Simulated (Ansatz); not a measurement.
Frontier orbitals of C₂H₈BNSi (`BN[SiH2]C=C`).

```xyz
13

B    -2.0190   -1.0294    1.3839
N    -1.3900   -0.2595    0.4006
Si    0.1184   -0.6091   -0.4090
C     1.3703    0.7274   -0.1064
C     1.9033    1.4410   -1.0952
H    -1.5070   -2.0533    1.7366
H    -3.0538   -0.6549    1.8582
H    -1.8501    0.6013    0.1357
H    -0.0905   -0.6767   -1.8818
H     0.5674   -1.9207    0.1158
H     1.6869    0.9407    0.9138
H     1.6238    1.2729   -2.1321
H     2.6401    2.2203   -0.9201
```

The species carries charge 0 and has multiplicity 1. Geometry: relaxed with PBE0-D4/def2-TZVP. It is one conformer, not always the lowest. Basis def2-TZVPP, the Gaussian-basis code of Ansatz.

Orbital energies of one run (eV). Highest occupied ones, from the top: -9.49, -9.81, -10.23, -10.95, -11.34, -12.28, -13.02, -13.60, -14.79, -16.29, -16.62, -18.24, -23.28, -25.68. Empty: 0.42, 0.99, 1.83, 2.19, 2.68, 2.87.

(1) Which functional gave them?
A. PBE
B. revPBE
C. CAM-B3LYP
D. r2SCAN0

## Answers

(1) C. HOMO energies: CAM-B3LYP -9.49, r2SCAN0 -8.32, revPBE -6.95, PBE -7.01 eV.
